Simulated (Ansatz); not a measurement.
Basis-set extrapolation for AlCl2H3Si (`[SiH3][Al]([Cl])[Cl]`) (PBE0-D4/def2-TZVP geometry, frozen core, Ansatz). Multiplicity 1, RHF reference.

```csv
,def2-TZVPP,def2-QZVPP
HF,-1451.791121,-1451.832315
MP2 correlation,-0.571063,-0.626167
CCSD(T) correlation,-0.656985,not run
```

Energies in hartree. Use E(X) = E(∞) + A·exp(−7.88·√X) for Hartree–Fock and E(X) = E(∞) + B·X^(−2.97) for correlation, with X = 3 and 4, and add CCSD(T) minus MP2 of the smaller set to the MP2 limit.

**Question.** What is the CCSD(T) energy at the basis-set limit?

**Answer.** HF limit: -1451.832315 + (-0.041194) × 0.13774 = -1451.83799. MP2 limit: -0.626167 + (-0.055104) × 0.74074 = -0.66698. Higher-order term: -0.656985 − (-0.571063) = -0.08592. Total: -1452.59089 hartree, 89.6 kcal/mol below CCSD(T)/def2-TZVPP.
